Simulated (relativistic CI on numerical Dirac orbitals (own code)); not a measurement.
**W¹⁸⁺: sensitivity of the levels to the model**

Base calculation: Dirac-Coulomb-Breit CI, KLI orbitals optimised for each configuration, model QED, unscaled Slater integrals.

Configuration list (outside the closed core [Ar] 3d10): 4s²4p⁶4d¹⁰4f¹⁰, 4s²4p⁶4d¹⁰4f⁹5s, 4s²4p⁶4d¹⁰4f⁸5s5p, 4s²4p⁶4d¹⁰4f⁹5p, 4s²4p⁶4d⁹4f¹¹, 4s²4p⁶4d¹⁰4f⁹6s, 4s²4p⁶4d¹⁰4f⁹5f, 4s²4p⁵4d¹⁰4f¹¹, 4s²4p⁶4d¹⁰4f⁹7s, 4p⁶4d¹⁰4f¹², 4p⁶4d⁹4f¹³, 4p⁵4d¹⁰4f¹³. Double excitations out of closed p, d and f shells are left out; levels of such configurations are missing from the list, as are those of other unlisted configurations, and high levels can miss mixing partners.

Variants: (1) Breit term removed; (2) configuration mixing switched off. Shifts of the energy above 4s²4p⁶4d¹⁰4f¹⁰ ⁵I8, in cm⁻¹, for the lowest level and the first level of each name with at least 55 % of one term (blank where a level changes its place among those of its configuration and J or its character, or is not in the variant):

| Level | Base | Δ(1) | Δ(2) |
| --- | --- | --- | --- |
| 4s²4p⁶4d¹⁰4f¹⁰ ⁵I8 | 0.0 | 0.0 | 0.0 |
| 4s²4p⁶4d¹⁰4f¹⁰ ⁵I7 | 14914.5 | +479.0 | -3.0 |
| 4s²4p⁶4d¹⁰4f¹⁰ ⁵I6 | 23776.5 | +424.3 | +68.5 |
| 4s²4p⁶4d¹⁰4f¹⁰ ⁵I4 | 35099.0 | +252.5 | +171.8 |
| 4s²4p⁶4d¹⁰4f¹⁰ ³K8 | 41424.0 | +500.9 | +250.9 |
| 4s²4p⁶4d¹⁰4f¹⁰ ⁵F4 | 42390.0 | -371.5 | +1091.3 |
| 4s²4p⁶4d¹⁰4f¹⁰ ⁵F3 | 48027.1 | -195.4 | +1122.2 |
| 4s²4p⁶4d¹⁰4f¹⁰ ⁵G6 | 48232.9 | -231.3 | +665.1 |
| 4s²4p⁶4d¹⁰4f¹⁰ ⁵F1 | 50631.3 | -401.7 | +1432.7 |
| 4s²4p⁶4d¹⁰4f¹⁰ ³K7 | 54607.7 | +889.3 | +294.6 |
| 4s²4p⁶4d¹⁰4f¹⁰ ³L9 | 56874.8 | +1161.4 | +234.4 |
| 4s²4p⁶4d¹⁰4f¹⁰ ³H6 | 59796.7 | +474.0 | +626.5 |
| 4s²4p⁶4d¹⁰4f¹⁰ ⁵G5 | 62991.4 | +357.8 | +679.6 |
| 4s²4p⁶4d¹⁰4f¹⁰ ³K6 | 64673.0 | +1027.6 | +373.4 |
| 4s²4p⁶4d¹⁰4f¹⁰ ³M10 | 68054.3 | +1758.2 | +329.3 |
| 4s²4p⁶4d¹⁰4f¹⁰ ³D3 | 72171.6 | +231.7 | +1782.0 |
| 4s²4p⁶4d¹⁰4f¹⁰ ³L8 | 72316.2 | +1654.8 | +265.5 |
| 4s²4p⁶4d¹⁰4f¹⁰ ³P1 | 72939.3 | +234.2 | +1158.9 |
| 4s²4p⁶4d¹⁰4f¹⁰ ¹L8 | 74379.7 | +1464.9 | +389.7 |
| 4s²4p⁶4d¹⁰4f¹⁰ ³P0 | 77422.9 | +66.1 | +983.0 |
| 4s²4p⁶4d¹⁰4f¹⁰ ³I7 | 78881.4 | +1036.1 | +535.8 |
| 4s²4p⁶4d¹⁰4f¹⁰ ³L7 | 82039.0 | +1722.6 | +307.5 |

At this charge transitions that keep the count of f electrons are usually good to a few per cent. Terms inside the open d or f shell come out 10 to 20 % too wide with unscaled integrals. Levels that differ in their count of f electrons can be misplaced by several ten thousand cm⁻¹, since the correlation energy of f electrons is missing or only estimated; rates across such gaps can be off by orders of magnitude.

Ionisation energy from one configuration of each of the two ions, the ground ones as tabulated or assumed: base 459.146 eV; Breit term removed 459.053 eV. The NIST ASD value (semi-empirical) is 462.1 ± 1.4 eV.

LS names give the leading component of a level, which can be under half, so a name can repeat, a term be missing and a line seem to break the LS rules.
